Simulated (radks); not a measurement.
Pt IX, 70 electrons, occupied as [Xe] 4f14 5d2 (the NIST ground configuration). Method: Dirac Kohn-Sham, BLYP, spin-unpolarised, spherical densities, finite nucleus; open shells fill j = l - 1/2 first; Fermi nuclear charge, rms radius 5.427 fm; computed with a radial shooting solver on a logarithmic mesh with Libxc functionals. Some entries of the table are withheld. Estimate them.

orbital  occ.  eigenvalue (eV)  <1/r> (bohr^-1)  <r^2> (bohr^2)
1s1/2       2        -78407.27            93.90       0.0004063
2s1/2       2        -13869.96            23.03        0.006146
2p1/2       2              (1)            23.00        0.004355
2p3/2       4              (2)            18.86        0.005545
3s1/2       2        -3354.096            8.457         0.03995
3p1/2       2        -3098.843            8.374         0.03646
3p3/2       4        -2718.620            7.296         0.04291
3d3/2       4        -2292.033            7.194         0.03297
3d5/2       6        -2210.046            6.947         0.03473
4s1/2       2        -819.0332            3.575             (3)
4p1/2       2        -710.5484            3.466          0.1987
4p3/2       4        -619.8818            3.092          0.2319
4d3/2       4        -441.7928            2.888          0.2461
4d5/2       6        -424.9127            2.801          0.2579
5s1/2       2        -223.0578            1.475          0.9623
4f5/2       6        -197.0899              (4)          0.3116
4f7/2       8        -193.5944              (5)          0.3200
5p1/2       2        -186.9855            1.366           1.098
5p3/2       4        -170.1255            1.244           1.273
5d3/2       2        -117.7707            1.031           1.792
5d5/2       0        -115.3966            1.007           1.865

Answer. 
(1) 2p1/2 eigenvalue (eV): -13303.39
(2) 2p3/2 eigenvalue (eV): -11574.03
(3) 4s1/2 <r^2> (bohr^2): 0.1945
(4) 4f5/2 <1/r> (bohr^-1): 2.421
(5) 4f7/2 <1/r> (bohr^-1): 2.387
